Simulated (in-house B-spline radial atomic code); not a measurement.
A calculation on La: its settings, and results tabulated from the run. Method: Dirac-Hartree-Fock, average of configuration, Fermi nucleus of rms radius 4.855 fm, speed of light scaled by 100. Calculated with an all-electron radial atomic-structure program (B-spline basis).

Command:
```bash
python run_scf.py task.json out
```
Settings (nuclear radius in fm, mass in u):
```
Z                57
configuration    [Xe] 5d1 6s2
hamiltonian      dirac
method           hf
spin_polarised   False
nucleus          fermi
rms_radius       4.855
atomic_mass      138.90636
speed_of_light   13703.5999084
```

Output (hartree, bohr):
```
 radial grid: 77 intervals, B-splines of order 8, outer radius 50 bohr

 iter        energy (Eh)    residual
    1       -8212.231903    7.74e-01
    2       -8218.245584    2.66e-01
    3       -8220.768062    5.66e-02
    4       -8220.940568    1.73e-02
    5       -8220.957548    7.64e-03
    6       -8220.960661    2.17e-03
    7       -8220.961039    5.18e-04
    8       -8220.961067    1.15e-04
    9       -8220.961069    3.69e-05
   10       -8220.961069    9.11e-06

 total energy                     -8220.96107
 kinetic                            8220.7509
 electron-nucleus                 -19460.1446
 electron-electron                  3018.4326

 orbital      occ     eigenvalue          <r>       <r^2>       <1/r>     <1/r^3>       r_max    small
 1s1/2      2.000     -1372.2299    0.0266449 0.000949401     56.4629           -     0.01766  4.24e-06
 2s1/2      2.000      -216.2726     0.114096   0.0152849     13.0455           -     0.09709  9.06e-07
 2p1/2      2.000      -203.9091    0.0971704   0.0114696     13.0316           -     0.07591  9.05e-07
 2p3/2      4.000      -203.9077     0.097171   0.0114698     13.0315     6163.16     0.07591  9.05e-07
 3s1/2      2.000       -47.8435     0.298297    0.101477     4.84628           -      0.2735  2.79e-07
 3p1/2      2.000       -42.4595     0.288677   0.0964083     4.76694           -      0.2607  2.72e-07
 3p3/2      4.000       -42.4592     0.288678    0.096409     4.76692     1207.05      0.2607  2.72e-07
 3d3/2      4.000       -32.5537     0.259694   0.0793097     4.63485     199.191      0.2109  2.59e-07
 3d5/2      6.000       -32.5536     0.259694     0.07931     4.63485     199.189      0.2109  2.59e-07
 4s1/2      2.000       -10.3453     0.681697    0.522838      2.0254           -      0.6343  8.31e-08
 4p1/2      2.000        -8.2590     0.704329    0.562258     1.92931           -      0.6466  7.68e-08
 4p3/2      4.000        -8.2589     0.704331    0.562262      1.9293      249.08      0.6466  7.68e-08
 4d3/2      4.000        -4.5536     0.764167    0.674647     1.71637     33.6635       0.671  6.28e-08
 4d5/2      6.000        -4.5536     0.764168    0.674648     1.71637     33.6631       0.671  6.28e-08
 5s1/2      2.000        -1.7044       1.6369     2.99908    0.791664           -       1.476  1.72e-08
 5p1/2      2.000        -1.0494      1.83312     3.79464     0.70312           -       1.612  1.39e-08
 5p3/2      4.000        -1.0494      1.83313     3.79467    0.703117     34.2972       1.612  1.39e-08
 5d3/2      0.400        -0.2688      2.75796     8.94263    0.467002     2.32245       2.173  6.30e-09
 5d5/2      0.600        -0.2688      2.75797     8.94274    0.467001     2.32243       2.173  6.30e-09
 6s1/2      2.000        -0.1704      4.93079     27.5551    0.250149           -       4.159  1.71e-09
```


For the Dirac Hamiltonian the kinetic term is c α·p + (β - 1)c².
